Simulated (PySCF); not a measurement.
An unknown gives this computed stick spectrum. Method: TDDFT PBE0/def2-SVPD, vertical, gas phase, core orbitals frozen in the response in PySCF 2.14.0, density-fitted response routines. Geometries: GFN2-xTB, one conformer each.

| state | λ (nm) | f |
| --- | --- | --- |
| S1 | 193.9 | 0.0039 |
| S2 | 173.5 | 0.0022 |
| S3 | 172.4 | 0.0016 |
| S4 | 166.3 | 0.0065 |
| S5 | 164.9 | 0.0094 |
| S6 | 158.5 | 0.016 |

Triplets computed (Tamm–Dancoff): 5.90, 6.24 eV.

Question: Which candidate is it? All have the formula C6H6FNO2.
A. `N#C[C@@H]1OC[C@]12CO[C@@H]2F`
B. `CO/C=C(/C#N)O/C=C/F`
C. `O=CN[C@@H]1C=COC=C1F`

Answer: A. Its S1, at 6.39 eV, is the highest among the candidates; the nearest of the others has S1 at 5.26 eV. S1 is HOMO→LUMO (97%). Löwdin shares by element: HOMO oxygen 55% or more, carbon 18% or more, hydrogen 6% or more (atoms not listed hold the other 21%); LUMO carbon 34% or more, nitrogen 23%, oxygen 13% or more (atoms not listed hold the other 30%). At the same level the other candidates give, for their lowest levels:
- `CO/C=C(/C#N)O/C=C/F`: 258 nm (f 0.035); 251 nm (f 0.133); 209 nm (f 0.187); 205 nm (f 0.061); 200 nm (f 0.136); T1 3.30 eV; HOMO -6.62, LUMO -1.09 eV
- `O=CN[C@@H]1C=COC=C1F`: 236 nm (f 0.018); 214 nm (f 0.009); 201 nm (f 0.015); 199 nm (f 0.017); 190 nm (f 0.007); T1 4.00 eV; HOMO -6.89, LUMO -0.48 eV
